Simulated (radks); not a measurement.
The numbers below are computed, except where a source is named.
Fractional charge and spin in the 6s shell of iridium: the spin-up occupation runs from 0 to 1 and the spin-down occupation from 0 to 1; the fullest corner is Ir, [Xe] 4f14 5d(up 3.5, down 3.5) 6s(up 1, down 1). Code: a radial shooting solver on a logarithmic mesh with Libxc functionals. Model: scalar-relativistic Kohn-Sham, BLYP, spin-polarised, spherical densities, finite nucleus; Fermi nuclear charge, rms radius of each element as measured or else 0.836 A^(1/3) + 0.57 fm. Energy (eV) above the fullest corner. The planes named below are the two flat planes that join the four corners, with an edge along up + down = one added electron.

| down \ up | 0 | 0.25 | 0.5 | 0.75 | 1 |
|---|---|---|---|---|---|
| 0 | 27.379 | 22.225 | 17.562 | 13.384 | 9.683 |
| 0.25 | 22.225 | 17.606 | 13.467 | 9.802 | 6.603 |
| 0.5 | 17.562 | 13.467 | 9.842 | 6.679 | 3.969 |
| 0.75 | 13.384 | 9.802 | 6.679 | 4.006 | 1.772 |
| 1 | 9.683 | 6.603 | 3.969 | 1.772 | 0.000 |

Corners above the fullest one (they belong to Ir+ and the next ion): (up 1, down 0) 9.683 eV, (up 0, down 1) 9.683 eV, (up 0, down 0) 27.379 eV. With half an added electron in each spin the energy lies 0.159 eV from the planes, and with half an added electron in spin up alone -0.969 eV. The planes are only a guide here: the flat-plane condition holds for ground states with one frontier orbital, while other shells are open and held unpolarised.
